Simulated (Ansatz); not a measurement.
Species: ZnBr, charge 0, multiplicity 2. The spin state was set by rule; other spins were not relaxed. 
Geometry from a B3LYP-D3(BJ)/def2-TZVP (Ansatz, a program for electronic structure) optimisation:
```xyz
2

Zn     0.0000     0.0000    -1.2602
Br     0.0000     0.0000     1.0802
```
Charge 0, spin multiplicity 2.

Total electronic energies in hartree. Valence correlation only, unless marked. UHF or UKS for open shells. Spin-orbit coupling is left out. Frozen are the shells of the preceding noble gas and the d and f shells that filled before the atom's block. No relativistic terms. CBS(X,Y): correlation extrapolated as X^-3; Hartree-Fock from the larger set. The bracket is a focal-point correction in the basis named. The program attaches cautions to a run behind CCSD(T)/STO-3G: large difference.

```
level                                                               program  energy (Eh)
-----------------------------------------------------------  --------------  -----------
HF/def2-SVPD                                                         Ansatz  -4349.71481
RI-HF/def2-TZVPP                                                     Ansatz  -4350.26739
RI-HF/def2-TZVPPD                                                    Ansatz  -4350.26798
revPBE-D3(BJ)/def2-TZVPD                                     Ansatz + dftd3   (withheld)
r2SCAN-D3(BJ)/def2-TZVPD                                     Ansatz + dftd3   (withheld)
B3LYP/def2-TZVPD                                                     Ansatz   (withheld)
PBE0/6-31G*                                                          Ansatz  -4352.38822
PBE0/def2-TZVP                                                       Ansatz  -4353.02880
BHLYP-D3(BJ)/def2-TZVPD                                      Ansatz + dftd3  -4353.53259
LC-wPBE/def2-TZVPD                                                   Ansatz  -4352.98303
wB97M-V/def2-TZVPD                                                   Ansatz  -4353.33284
B2GP-PLYP-D3(BJ)/def2-TZVPD                                  Ansatz + dftd3  -4352.58913
B2PLYP-D4/def2-TZVPD                                         Ansatz + dftd4  -4352.85499
MP2/def2-QZVPP                                                       Ansatz  -4351.04338
RI-MP2/def2-TZVPP                                                    Ansatz  -4350.89997
RI-MP2/def2-QZVPP                                                    Ansatz  -4351.04316
RI-MP2/CBS(def2-TZVPPD,def2-QZVPPD)                                  Ansatz   -4351.0814
SCS-MP2/def2-QZVPP                                                   Ansatz  -4350.98261
CCSD/def2-TZVPPD                                                     Ansatz  -4350.87298
CCSD(T)/STO-3G                                                       Ansatz  -4302.21416
CCSD(T)/def2-TZVPP                                                   Ansatz  -4350.89089
RI-MP2/CBS(def2-TZVPPD,def2-QZVPPD)+[CCSD(T)-MP2]/def2-SVPD          Ansatz   -4351.0840
CCSD(T)/CBS(def2-TZVPP,def2-QZVPP)                                   Ansatz   -4351.0751
```

**Question.** Fill in the missing entries.

**Answer.** 
- revPBE-D3(BJ)/def2-TZVPD, energy (Eh): -4353.23861
- r2SCAN-D3(BJ)/def2-TZVPD, energy (Eh): -4353.54580
- B3LYP/def2-TZVPD, energy (Eh): -4353.65571
